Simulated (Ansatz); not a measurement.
Isolated molecules relaxed with PBE0-D4/def2-TZVP in Ansatz; ΔE leaves out vibrations. CBS: MP2 limit from def2 TZ/QZ plus the TZ coupled-cluster correction, frozen cores. Functionals use def2-TZVPP. B3LYP here is the variant with VWN-RPA as its local correlation; programs differ in this. Each species was taken in one conformer, which may not be the lowest.

`CB[SiH2]S` + `NC([SiH3])[SiH2]Cl` → `CB[SiH2][SiH2]Cl` + `NC([SiH3])S`  (redistribution)

`CB[SiH2]S`:

Z-matrix (Å, degrees):
```
C
B 1 1.547
H 1 1.092 2 114.7
H 1 1.106 2 102.9 3 -113.9
H 1 1.091 2 116.2 3 130.8
Si 2 2.016 1 124.3 3 -153.4
H 2 1.201 1 119.2 3 30.3
S 6 2.149 2 108.6 1 1.6
H 6 1.492 2 110.1 1 122.4
H 6 1.492 2 111.0 1 -119.7
H 8 1.343 6 95.9 2 179.7
```

`NC([SiH3])[SiH2]Cl`:

Cartesian coordinates in Å:
```
N -0.470 1.219 -1.058
C 0.394 0.311 -0.292
Si 0.178 0.469 1.582
Si 0.196 -1.426 -0.952
Cl -1.783 -1.977 -0.752
H -1.443 0.953 -0.960
H -0.387 2.174 -0.728
H 1.444 0.546 -0.523
H 1.128 -0.391 2.339
H -1.217 0.117 1.956
H 0.415 1.894 1.949
H 1.016 -2.381 -0.167
H 0.527 -1.508 -2.394
```

`CB[SiH2][SiH2]Cl`:

Z-matrix (Å, degrees):
```
C
B 1 1.548
H 1 1.092 2 114.5
H 1 1.091 2 116.2 3 -130.7
H 1 1.106 2 102.8 3 114.1
Si 2 2.009 1 122.8 3 157.7
H 2 1.200 1 119.4 3 -30.4
Si 6 2.346 2 104.4 1 88.5
H 6 1.491 2 114.8 1 -155.6
H 6 1.491 2 114.9 1 -28.2
Cl 8 2.072 6 108.6 2 -51.6
H 8 1.485 6 113.2 2 -170.3
H 8 1.485 6 111.9 2 66.3
```

`NC([SiH3])S`:

```xyz
11

N    -0.310    1.484   -0.177
C    -0.091    0.256    0.562
Si   -0.276   -1.251   -0.565
S     1.562    0.227    1.305
H    -1.256    1.526   -0.538
H    -0.153    2.294    0.412
H    -0.738    0.123    1.445
H    -0.265   -2.488    0.256
H     0.844   -1.266   -1.540
H    -1.566   -1.173   -1.310
H     2.250    0.268    0.150
```

```tsv
level	ΔE (kJ/mol)	difference from CCSD(T)/CBS
PBE-D4	76.9	-13.2
B3LYP-D4	87.4	-2.7
ωB97X-V	89.0	-1.1
ωB97M-V	94.7	4.6
B2PLYP	89.8	-0.3
PBE	75.7	-14.4
r2SCAN	87.5	-2.6
PBE0	82.1	-8.0
HF/def2-TZVPP	97.9	7.8
SCS-MP2/def2-TZVPP	94.8	4.7
CCSD/def2-TZVPP	91.4	1.3
CCSD(T)/def2-TZVPP	89.5	-0.6
HF/def2-QZVPP	98.1	8.0
HF/CBS(def2)	98.1	8.0
MP2/CBS(def2)	97.0	6.9
CCSD/CBS(def2)	92.0	1.9
CCSD(T)/CBS	90.1	0
```

Largest T1 diagnostic among the species: 0.012.

From PBE to PBE0 (25 % exact exchange), in def2-TZVPP and without D4, ΔE moves by +6.3 kJ/mol.
